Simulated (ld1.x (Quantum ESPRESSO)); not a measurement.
LDA (PZ) ultrasoft dataset for sulfur, non-relativistic all-electron reference.

S, ultrasoft, made with ld1.x (Quantum ESPRESSO) 7.5 (LDA (PZ), non-relativistic). Core [Ne], reference 3s2 3p4. Waves: 3s (bound): rcut 1.10, rcutus 1.50 bohr; 3s channel at 0.2 Ry: rcut 1.10, rcutus 1.50 bohr; 3p (bound): rcut 1.10, rcutus 1.30 bohr; 3p channel at 0.6 Ry: rcut 1.10, rcutus 1.30 bohr. Local part: all-electron potential smoothed inside 1.50 bohr (lloc = -1). Core correction: a·sin(br)/r model core inside 0.60 bohr. Augmentation charge: PSQ, radius 1.20 bohr.

All-electron outer shells of the reference configuration (LDA (PZ), non-relativistic, ld1.x):

```csv
shell,level (eV),outermost node (bohr),outermost maximum (bohr)
2p,-156.50,–,0.33
3s,-17.17,0.60,1.40
3p,-7.12,0.58,1.59
```

(1) Estimate the cutoffs (Ry, on a coarse ladder) from which the occupation-weighted sum of valence levels, in a spherical-Bessel basis at the reference potential, stays within 10 and 1 mRy of its value at 400 Ry.

(2) Does the potential have ghost states?

(3) Is the overlap operator S = 1 + Σ q|β⟩⟨β| positive definite (Bessel basis up to 400 Ry)?

(4) Tests: 3s2 3p3; 3s2 3p2; 3s2 3p1; 3s1 3p5; 3s2 3p4.3; 3s2 3p0; 3s2 3p3.5. Which has the largest error in its energy relative to the reference configuration, and how large is it?

## Answers

(1) 15 Ry and 35 Ry.

(2) No extra level below or beside the all-electron valence levels (s, p, d, f tested).

(3) Yes: its lowest eigenvalue is 0.43 (s channel).

(4) 3s2 3p0, with -43 meV (all-electron minus pseudo) on +115.41 eV.
